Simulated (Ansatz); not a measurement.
`C=C([BH][AlH2])OC` + `O[SiH3]` → `[AlH2][BH]O[SiH3]` + `C=COC`  (ligand exchange at a B–C bond)

Isolated molecules relaxed with PBE0-D4/def2-TZVP in Ansatz; ΔE leaves out vibrations. CCSD(T)/CBS is the MP2 limit (def2-TZVPP, def2-QZVPP) plus CCSD(T) − MP2 in def2-TZVPP, frozen cores. DFT in def2-TZVPP. One conformer a species, not always the lowest.

CCSD(T)/CBS gives -113.2 kJ/mol.

Task: Another level gave -119.5 kJ/mol. Which?
A. r2SCAN-D4/def2-TZVPP
B. CCSD/def2-TZVPP
C. HF/def2-TZVPP
D. MP2/def2-TZVPP

Result: B. CCSD/def2-TZVPP -119.5, r2SCAN-D4 -108.4, MP2/def2-TZVPP -113.3, HF/def2-TZVPP -136.8 kJ/mol.

Largest T1 diagnostic among the species: 0.013.

From PBE to PBE0 (25 % exact exchange), in def2-TZVPP and without D4, ΔE moves by −4.4 kJ/mol. The D4 term adds +4.8 kJ/mol with B3LYP and +2.8 kJ/mol with PBE0; it sums over pairs of atoms, weighted by their polarisabilities, and B3LYP, whose exchange is more repulsive, gets the larger term.

B3LYP here is the variant with VWN-RPA as its local correlation; programs differ in this.
